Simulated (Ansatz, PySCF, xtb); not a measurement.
Breaking the B1–F3 bond in BClFH (SMILES FBCl) (multiplicity 1 held, fragments rigid). Energies count from the point at 1.315 Å.
Geometry at that point (charge 0, multiplicity 1):
```xyz
4

B     -0.0793    -0.6547     0.4307
H     -0.7995    -1.5785     0.6110
F      1.0325    -0.5345     1.1226
Cl    -0.4763     0.5684    -0.7569
```

R- and RO- levels are restricted; in cc, def2 and unpolarised 6-31G sets they are followed outwards from rest. Unrestricted levels (U-) break spin symmetry where that is lower. Curves can end on different states.

Frozen-core correlation. Rows in 3-21G, 6-31G* carry no dispersion term and start afresh at each structure (6-31G* with six Cartesian d functions).

The values were computed with Ansatz (a first-principles code) with Gaussian orbitals; PySCF for 3-21G rows, 6-31G* rows; xtb for the GFN methods. Values without a source in brackets are computed. The GFN methods have no spin term and hold the electronic entropy of 300 K.

Energies in kJ/mol.

```json
[
 {"R (Å)": "1.052", "GFN2-xTB": "280", "R-HF/3-21G": "372", "U-HF/6-31G*": "270", "R-B3LYP/cc-pV(T+d)Z": "270", "U-SCS-MP2/cc-pV(T+d)Z": "278"},
 {"R (Å)": "1.184", "GFN2-xTB": "43", "R-HF/3-21G": "80", "U-HF/6-31G*": "44", "R-B3LYP/cc-pV(T+d)Z": "49", "U-SCS-MP2/cc-pV(T+d)Z": "51"},
 {"R (Å)": "1.315", "GFN2-xTB": "0", "R-HF/3-21G": "0", "U-HF/6-31G*": "0", "R-B3LYP/cc-pV(T+d)Z": "0", "U-SCS-MP2/cc-pV(T+d)Z": "0"},
 {"R (Å)": "1.447", "GFN2-xTB": "28", "R-HF/3-21G": "24", "U-HF/6-31G*": "38", "R-B3LYP/cc-pV(T+d)Z": "29", "U-SCS-MP2/cc-pV(T+d)Z": "30"},
 {"R (Å)": "1.578", "GFN2-xTB": "79", "R-HF/3-21G": "96", "U-HF/6-31G*": "112", "R-B3LYP/cc-pV(T+d)Z": "91", "U-SCS-MP2/cc-pV(T+d)Z": "93"},
 {"R (Å)": "1.775", "GFN2-xTB": "162", "R-HF/3-21G": "234", "U-HF/6-31G*": "242", "R-B3LYP/cc-pV(T+d)Z": "201", "U-SCS-MP2/cc-pV(T+d)Z": "207"},
 {"R (Å)": "1.973", "GFN2-xTB": "241", "R-HF/3-21G": "371", "U-HF/6-31G*": "370", "R-B3LYP/cc-pV(T+d)Z": "307", "U-SCS-MP2/cc-pV(T+d)Z": "319"},
 {"R (Å)": "2.301", "GFN2-xTB": "352", "R-HF/3-21G": "566", "U-HF/6-31G*": "493", "R-B3LYP/cc-pV(T+d)Z": "455", "U-SCS-MP2/cc-pV(T+d)Z": "593"},
 {"R (Å)": "2.630", "GFN2-xTB": "432", "R-HF/3-21G": "722", "U-HF/6-31G*": "524", "R-B3LYP/cc-pV(T+d)Z": "564", "U-SCS-MP2/cc-pV(T+d)Z": "681"},
 {"R (Å)": "3.025", "GFN2-xTB": "492", "R-HF/3-21G": "870", "U-HF/6-31G*": "536", "R-B3LYP/cc-pV(T+d)Z": "656", "U-SCS-MP2/cc-pV(T+d)Z": "710"},
 {"R (Å)": "3.551", "GFN2-xTB": "529", "R-HF/3-21G": "1013", "U-HF/6-31G*": "540", "R-B3LYP/cc-pV(T+d)Z": "731", "U-SCS-MP2/cc-pV(T+d)Z": "719"},
 {"R (Å)": "4.208", "GFN2-xTB": "543", "R-HF/3-21G": "1117", "U-HF/6-31G*": "542", "R-B3LYP/cc-pV(T+d)Z": "783", "U-SCS-MP2/cc-pV(T+d)Z": "722"}
]
```

Doubts at one or more of the structures used: a restricted determinant that unrestricted orbitals would lower (R-HF/3-21G, R-B3LYP/cc-pV(T+d)Z); a spin-contaminated determinant (U-HF/6-31G*, U-SCS-MP2/cc-pV(T+d)Z).
